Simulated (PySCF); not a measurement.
Method: PBE-D3(BJ)/def2-TZVP run with PySCF 2.14.0. All species are isolated molecules in the gas phase. One relaxed conformer stands for a flexible species; it need not be the lowest. 

Reference species (SMILES): `[NH2][Ga]([Cl])[Cl]` (neutral, multiplicity 1).

```yaml
HOMO–LUMO gap: 4.58 eV
LUMO: -2.17 eV
```

Changed species: `[Cl][Ga]([Cl])[Cl]` (0 of 3 Cl replaced by NH2; the reference has 1 of 3 Cl replaced by NH2).

**Question.** Give the shifts of the HOMO–LUMO gap and LUMO.

**Answer.** the HOMO–LUMO gap increases by 0.38 eV, to 4.96 eV; the LUMO decreases by 0.89 eV, to -3.06 eV.
